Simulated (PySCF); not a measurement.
Molecule: `O=C(O)c1ccoc1`, C5H4O3.

Structure with atom numbers: `[O:1]=[C:2]([OH:3])[c:4]1[cH:5][cH:6][o:7][cH:8]1`. Each H is labelled by its parent atom.

Geometry PBE0-D3(BJ)/def2-SVP throughout; GIAO in PySCF, gas phase, one conformer, non-relativistic; equivalent atoms averaged; functional PBE0.

For orientation, def2-SVP gives these shifts δ (against H2O, TMS at the same level): O1 380.1, O7 295.7, C8 145.8, C6 137.9, C2 156.7, C4 118.6, C5 110.2, H(C8) 7.83, H(O3) 5.11 ppm.

A run gave: O1 379.8, O7 295.9, C8 146.4, C6 138.9, C2 156.7, C4 120.0, C5 111.0, H(C8) 8.01, H(O3) 4.88 ppm (shifts δ (against H2O, TMS at the same level)).

Which basis set was used in that run?
A. cc-pVDZ
B. pcSseg-1
C. 6-31G
D. 6-31G*

Answers

A. O7 tells them apart best: cc-pVDZ gives 295.9, pcSseg-1 gives 313.7, 6-31G* gives 268.0, 6-31G gives 277.9 ppm.
